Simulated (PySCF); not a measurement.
PySCF input (PBE0/cc-pVTZ):

```python
import numpy as np, basis_set_exchange as bse
from pyscf import gto, scf, dft, df
from pyscf.prop.nmr import rks as nmr

basis = {'B': gto.basis.parse(bse.get_basis('cc-pVTZ', elements=['B'], fmt='nwchem')), 'H': gto.basis.parse(bse.get_basis('cc-pVTZ', elements=['H'], fmt='nwchem')), 'N': gto.basis.parse(bse.get_basis('cc-pVTZ', elements=['N'], fmt='nwchem'))}
mol = gto.M(
    atom='''
    B    -0.77657967    0.03230627   -0.00413419
    N     0.60979542   -0.02536793    0.00324630
    H    -1.39837774   -0.98543134   -0.02544751
    H    -1.31189213    1.09818051    0.01101914
    H     1.19719081    0.79223349    0.02089926
    H     1.12740949   -0.88893853   -0.00852404
    ''',
    basis=basis,
    charge=0,
    verbose=4,
    max_memory=7359,
)
mf = dft.RKS(mol, xc='pbe0')
mf.grids.level = 3
mf.conv_tol = 1e-9
mf.max_cycle = 100
print('smallest overlap eigenvalue', np.linalg.eigvalsh(mol.intor('int1e_ovlp'))[0])
mf.kernel()
dip = mf.dip_moment()
n = nmr.NMR(mf)
n.verbose = 2
n.max_cycle_cphf = 60
sigma = n.kernel()
for i, x in enumerate(sigma):
    print(mol.atom_symbol(i), i + 1, round(x.trace() / 3, 3))
```

Output:

```
PySCF version 2.14.0

[INPUT] verbose = 4
[INPUT] num. atoms = 6
[INPUT] num. electrons = 16
[INPUT] charge = 0
[INPUT] spin (= nelec alpha-beta = 2S) = 0
[INPUT] symmetry False subgroup None
[INPUT] Mole.unit = angstrom
[INPUT] Symbol           X                Y                Z      unit          X                Y                Z       unit  Magmom
[INPUT]  1 B     -0.776579670000   0.032306270000  -0.004134190000 AA   -1.467522890205   0.061050002406  -0.007812486847 Bohr   0.0
[INPUT]  2 N      0.609795420000  -0.025367930000   0.003246300000 AA    1.152346335814  -0.047938440047   0.006134617918 Bohr   0.0
[INPUT]  3 H     -1.398377740000  -0.985431340000  -0.025447510000 AA   -2.642550947288  -1.862195347163  -0.048088824452 Bohr   0.0
[INPUT]  4 H     -1.311892130000   1.098180510000   0.011019140000 AA   -2.479116830672   2.075260399235   0.020823156728 Bohr   0.0
[INPUT]  5 H      1.197190810000   0.792233490000   0.020899260000 AA    2.262362749746   1.497104322808   0.039493877606 Bohr   0.0
[INPUT]  6 H      1.127409490000  -0.888938530000  -0.008524040000 AA    2.130495166336  -1.679850363273  -0.016108101075 Bohr   0.0

nuclear repulsion = 32.2949639009591
number of shells = 20
number of NR pGTOs = 148
number of NR cGTOs = 116
basis = {'B': [[0, [5473.0, 0.000555, 0.0, -0.000112, 0.0], [820.9, 0.004291, 0.0, -0.000868, 0.0], [186.8, 0.021949, 0.0, -0.004484, 0.0], [52.83, 0.084441, 0.0, -0.017683, 0.0], [17.08, 0.238557, 0.0, -0.053639, 0.0], [5.999, 0.435072, 0.0, -0.119005, 0.0], [2.208, 0.341955, 0.0, -0.165824, 0.0], [0.5879, 0.036856, 1.0, 0.120107, 0.0], [0.2415, -0.009545, 0.0, 0.595981, 0.0], [0.0861, 0.002368, 0.0, 0.411021, 1.0]], [1, [12.05, 0.0, 0.013118, 0.0], [2.613, 0.0, 0.079896, 0.0], [0.7475, 0.0, 0.277275, 0.0], [0.2385, 1.0, 0.50427, 0.0], [0.07698, 0.0, 0.35368, 1.0]], [2, [0.661, 1.0, 0.0], [0.199, 0.0, 1.0]], [3, [0.49, 1.0]]], 'H': [[0, [33.87, 0.0, 0.006068, 0.0], [5.095, 0.0, 0.045308, 0.0], [1.159, 0.0, 0.202822, 0.0], [0.3258, 1.0, 0.503903, 0.0], [0.1027, 0.0, 0.383421, 1.0]], [1, [1.407, 1.0, 0.0], [0.388, 0.0, 1.0]], [2, [1.057, 1.0]]], 'N': [[0, [11420.0, 0.000523, 0.0, -0.000115, 0.0], [1712.0, 0.004045, 0.0, -0.000895, 0.0], [389.3, 0.020775, 0.0, -0.004624, 0.0], [110.0, 0.080727, 0.0, -0.018528, 0.0], [35.57, 0.233074, 0.0, -0.057339, 0.0], [12.54, 0.433501, 0.0, -0.132076, 0.0], [4.644, 0.347472, 0.0, -0.17251, 0.0], [1.293, 0.041262, 1.0, 0.151814, 0.0], [0.5118, -0.008508, 0.0, 0.599944, 0.0], [0.1787, 0.002384, 0.0, 0.387462, 1.0]], [1, [26.63, 0.0, 0.01467, 0.0], [5.948, 0.0, 0.091764, 0.0], [1.742, 0.0, 0.298683, 0.0], [0.555, 1.0, 0.498487, 0.0], [0.1725, 0.0, 0.337023, 1.0]], [2, [1.654, 1.0, 0.0], [0.469, 0.0, 1.0]], [3, [1.093, 1.0]]]}
ecp = {}
smallest overlap eigenvalue 0.0009543332537009993

******** <class 'pyscf.dft.rks.RKS'> ********
method = RKS
initial guess = minao
damping factor = 0
level_shift factor = 0
DIIS = <class 'pyscf.scf.diis.CDIIS'>
diis_start_cycle = 1
diis_space = 8
diis_damp = 0
SCF conv_tol = 1e-09
SCF conv_tol_grad = None
SCF max_cycles = 100
direct_scf = True
direct_scf_tol = 1e-13
XC library pyscf.dft.libxc version 7.1.2
    S. Lehtola, C. Steigemann, M. J. T. Oliveira, and M. A. L. Marques,  SoftwareX 7, 1–5 (2018)
XC functionals = pbe0
    C. Adamo and V. Barone,  J. Chem. Phys. 110, 6158 (1999)
    M. Ernzerhof and G. E. Scuseria,  J. Chem. Phys. 110, 5029 (1999)
radial grids:
    Treutler-Ahlrichs [JCP 102, 346 (1995); DOI:10.1063/1.469408] (M4) radial grids

becke partition: Becke, JCP 88, 2547 (1988); DOI:10.1063/1.454033
pruning grids: <function nwchem_prune>
grids dens level: 3
symmetrized grids: False
atomic radii adjust function: <function treutler_atomic_radii_adjust>
small_rho_cutoff = 0
Set gradient conv threshold to 3.16228e-05
Initial guess from minao.
tot grids = 67184
init E= -81.9126751222483
  HOMO = -0.356140431942283  LUMO = -0.0666980571466862  gap/eV = 7.87613
cycle= 1 E= -81.9363820609182  delta_E= -0.0237  |g|= 0.32  |ddm|=  4.8
  HOMO = -0.252237080722786  LUMO = 0.0501013843060052  gap/eV = 8.22705
cycle= 2 E= -81.932722202456  delta_E= 0.00366  |g|= 0.37  |ddm|= 1.07
  HOMO = -0.319760010070876  LUMO = 0.0154551103449929  gap/eV = 9.12167
cycle= 3 E= -81.9612348408338  delta_E= -0.0285  |g|= 0.0554  |ddm|= 0.526
  HOMO = -0.317677209922367  LUMO = 0.0103629995543066  gap/eV = 8.92643
cycle= 4 E= -81.9619688103149  delta_E= -0.000734  |g|= 0.0145  |ddm|= 0.105
  HOMO = -0.317483887876135  LUMO = 0.011726817400799  gap/eV = 8.95828
cycle= 5 E= -81.962021063713  delta_E= -5.23e-05  |g|= 0.00116  |ddm|= 0.0248
  HOMO = -0.317845401530419  LUMO = 0.0116886437210422  gap/eV = 8.96708
cycle= 6 E= -81.9620215224926  delta_E= -4.59e-07  |g|= 0.000152  |ddm|= 0.00301
  HOMO = -0.317803249297026  LUMO = 0.0117023613183687  gap/eV = 8.96630
cycle= 7 E= -81.962021528737  delta_E= -6.24e-09  |g|= 8.83e-06  |ddm|= 0.000211
  HOMO = -0.317802753856891  LUMO = 0.011701195312213  gap/eV = 8.96626
cycle= 8 E= -81.9620215287633  delta_E= -2.63e-11  |g|= 1.22e-06  |ddm|= 2.47e-05
  HOMO = -0.317802661145143  LUMO = 0.0117014144557732  gap/eV = 8.96626
Extra cycle  E= -81.9620215287636  delta_E= -2.56e-13  |g|= 3.9e-07  |ddm|= 2.65e-06
converged SCF energy = -81.9620215287636
Dipole moment(X, Y, Z, Debye):  2.01490, -0.08383,  0.01073
B 1 66.211
N 2 148.488
H 3 26.614
H 4 26.614
H 5 27.076
H 6 27.077
```
